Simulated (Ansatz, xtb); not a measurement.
# C4H4N2O2S: which of two isomers lies lower

Structure I: `Cc1nc(C(=O)O)ns1`, a singlet. Structure II: `CC(=O)Oc1ncns1`, a singlet. Both are isolated molecules in the gas phase, relaxed with B3LYP-D3(BJ)/def2-SVP; the shapes shown needn't be the lowest conformers.

I (Å):

```xyz
13

C    -1.4486    0.1881    1.3460
C    -0.9298    0.6938    0.0404
C     0.1790    0.8185   -1.8401
C     1.1366    0.2874   -2.8660
N    -0.0802    0.0688   -0.7235
N    -0.4124    1.9829   -1.9935
O     1.6989   -0.7726   -2.7725
O     1.2928    1.1299   -3.8978
S    -1.3919    2.2325   -0.6709
H    -1.1694    0.8619    2.1714
H    -1.0201   -0.8046    1.5353
H    -2.5471    0.1100    1.3351
H     1.9235    0.7041   -4.5028
```

II (Å):

```yaml
atoms:
  - { symbol: C, position_ang: [-1.9622, -0.4244, 0.8121] }
  - { symbol: C, position_ang: [-0.6474, -0.0325, 0.2110] }
  - { symbol: C, position_ang: [0.2274, 0.9769, -1.7422] }
  - { symbol: C, position_ang: [1.2772, 1.8629, -3.4105] }
  - { symbol: N, position_ang: [0.0505, 1.5231, -2.9060] }
  - { symbol: N, position_ang: [2.3613, 1.6163, -2.7204] }
  - { symbol: O, position_ang: [0.4449, -0.1767, 0.6891] }
  - { symbol: O, position_ang: [-0.8334, 0.5455, -1.0203] }
  - { symbol: S, position_ang: [1.9145, 0.8857, -1.2759] }
  - { symbol: H, position_ang: [-2.6009, 0.4658, 0.9180] }
  - { symbol: H, position_ang: [-1.7935, -0.8904, 1.7893] }
  - { symbol: H, position_ang: [-2.4847, -1.1218, 0.1397] }
  - { symbol: H, position_ang: [1.3450, 2.3406, -4.3917] }
```

Quicker runs give these differences E(II) − E(I): GFN2-xTB −4.4 kcal/mol; HF/STO-3G −1.4 kcal/mol (at GFN2-xTB geometries); r2SCAN-D4/def2-SVP +8.2 kcal/mol (at GFN2-xTB geometries).

Problem. Estimate E(II) − E(I) at the level CCSD(T)/def2-SVP + ΔMP2/def2-TZVPP.

Solution. Calculated at CCSD(T)/def2-SVP + ΔMP2/def2-TZVPP: E(II) − E(I) = +8.0 kcal/mol, so structure I lies lower.

Level by level:

| level | geometry | E(II) − E(I) (kcal/mol) | departure from the last row (kcal/mol) | job, with rough time for the two |
| --- | --- | --- | --- | --- |
| GFN2-xTB | GFN2-xTB | −4.4 | −12.4 | optimisation, 0.21 s |
| HF/STO-3G | GFN2-xTB | −1.4 | −9.4 | single point, 0.48 s |
| r2SCAN-D4/def2-SVP | GFN2-xTB | +8.2 | +0.2 | single point, 4.3 s |
| B3LYP-D3(BJ)/def2-SVP | B3LYP-D3(BJ)/def2-SVP | +6.6 | −1.4 | optimisation, 53 s |
| HF/def2-SVP | B3LYP-D3(BJ)/def2-SVP | +7.6 | −0.4 | part of the CCSD(T) run |
| MP2/def2-SVP | B3LYP-D3(BJ)/def2-SVP | +11.5 | +3.5 | part of the CCSD(T) run |
| CCSD(T)/def2-SVP | B3LYP-D3(BJ)/def2-SVP | +9.2 | +1.2 | single point |
| CCSD(T)/def2-SVP + ΔMP2/def2-TZVPP | B3LYP-D3(BJ)/def2-SVP | +8.0 |  | single point, 2.3 min |

As drawn, II has 1 C–O, 1 C–H in place of 1 C–C, 1 O–H.

GFN2-xTB, HF/STO-3G put the two in the other order. The largest departure from CCSD(T)/def2-SVP + ΔMP2/def2-TZVPP is that of GFN2-xTB, 12.4 kcal/mol. The last row adds to CCSD(T) the change of the MP2 difference between the two basis sets, here −1.2 kcal/mol.

With thermal terms from frequencies at re-optimised GFN2-xTB minima (ideal gas, soft modes damped towards free rotors, one conformer each, 298.15 K, 1 atm): on the last row, ΔE + ΔZPE = +8.2, ΔH = +7.9, ΔG = +8.4 kcal/mol.

The correlated steps freeze 13 core orbitals. Run with Ansatz 0.2.0, xtb 6.7.1; the last row on 4 threads of Arm Neoverse V1 on a shared host.
